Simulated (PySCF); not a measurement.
Ga(H)2(nPr) (C3H9Ga), SMILES CC[CH2][GaH2].

Geometry: PBE0-D3(BJ)/def2-SVP. The structure was generated by enumeration; whether it is a known compound was not checked. One conformer was computed; it need not be the lowest.

The numbers are results of C-PCM-B3LYP/def2-SVP (PySCF), not measurements.

The values are the electrostatic part of the solvation free energy, E(continuum) − E(gas) at the gas-phase geometry, in a cavity of scaled van der Waals radii (PySCF's table); cavitation and dispersion terms are not included. A continuum can't describe solvent molecules that bind to the metal. In vacuum the orbital gap is 5.67 eV. The dipole moment in vacuum is 0.76 D.

Computed values in water (ε = 78.36), chloroform (ε = 4.71), tetrahydrofuran (ε = 7.43):
```tsv
solvent	ε	ΔG(elec) (kcal/mol)	dipole (D)	gap (eV)
water	78.36	-2.5	0.98	5.88
chloroform	4.71	-2.0	0.93	5.84
tetrahydrofuran	7.43	-2.2	0.95	5.85
```
